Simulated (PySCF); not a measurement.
## Structure revision by computed shifts

A compound C$_{3}$H$_{9}$F$_{3}$OSi$_{2}$ gives the data below (simulated from a calculation) and was assigned the structure `FC(F)(F)COC([SiH3])[SiH3]`.

13C{1H} NMR (computed): δ 129.1 (C), 86.1 (CH2), 55.7 (CH).

1H NMR (500 MHz, computed): δ 4.74 (sept, 1H), 4.69 (m, 2H), 4.11 (d, 6H).

Averaged over atoms made equivalent by symmetry, fast rotation or ring inversion, single conformer, no relativistic terms, isolated molecule. GFN2-xTB structure; NMR shieldings at PBE0/pcSseg-1/GIAO; PySCF 2.14.

Shifts are taken against calculated references (same method and geometry level): 1H (σ = 31.72 ppm) and 13C (σ = 186.93 ppm) against TMS.

Problem. Compare with the shifts computed for the proposed structure, pairing carbons in order of shift.

Solution. Atoms are numbered as in `[F:1][C:2]([F:3])([F:4])[CH2:5][O:6][CH:7]([SiH3:8])[SiH3:9]`. Each H is labelled by its parent atom.

```csv
atom,computed for proposal,given list,difference
C2,134.3,129.1,+5.2
C5,73.4,86.1,-12.7
C7,62.8,55.7,+7.1
```

The rms difference is 9.0 ppm and the largest -12.7 ppm at C5 (sp3 CH2 bonded to O). The proposal doesn't fit.

Problem. Which isomer fits?

Solution. `FCC(F)(F)OC([SiH3])[SiH3]`.

1. Carbon types of the structure: 1 × C, 1 × CH, 1 × CH2, leaving 6 H on heteroatoms.
2. δC 129.1: fully substituted sp3 carbon bonded to 2 F and O; 3 electronegative neighbours deshield it.
3. δC 86.1: sp3 CH2 bonded to F; pulled downfield by the heteroatom.
4. δH 4.74: hydrogen on an sp3 CH bonded to O and 2 Si; its carbon carries O, hence the downfield position.
5. δH 4.69: hydrogen on an sp3 CH2 bonded to F; its carbon carries F, an electronegative neighbour.

Other isomers checked: COC([SiH3])([SiH3])C(F)(F)F (rms 11.2 ppm); FC(F)O[C@@H]([SiH3])[C@@H](F)[SiH3] (rms 11.4 ppm).

The shifts were computed for this structure.

Splittings by 19F in the carbon and heteronuclear signals aren't shown, as no couplings were computed. Shifts are as computed. Against solution values, carbons near 30 ppm lie about +3 ppm off and those near 130 ppm about +5 ppm. Of 1309 compounds with measured shifts, 239 miss one by over three times the rms of a fit or turn the order of signals round; such compounds aren't used in these exercises. Multiplicities follow the n + 1 count of equivalent neighbours, as no J values were calculated; m marks all less simple cases, F and P coupling included.
